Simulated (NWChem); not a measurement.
System: KI; SMILES [K][I]

All runs: NWChem. Structure relaxed at the PBE0/def2-SVP level. def2 effective core potentials on I; no spin-orbit coupling. Gas phase, vertical.

PBE/def2-SVPD, TDA puts singlet state 3 at 2.95 eV with oscillator strength 0.136.

Problem. Give the wavelength, the transition dipole and the radiative lifetime of that state in vacuum.

Solution. 
1. λ = 1239.84/2.95 = 420 nm, or 23790 cm⁻¹.
2. f = (2/3) ΔE μ² in atomic units, so μ = √(1.5 f/ΔE) = 1.37 a.u. = 3.49 D.
3. τ = 1.499 s cm⁻² / (f ν²) = 19 ns, for a non-degenerate state that emits at the vertical energy; a higher state like this one mostly decays faster by other paths.
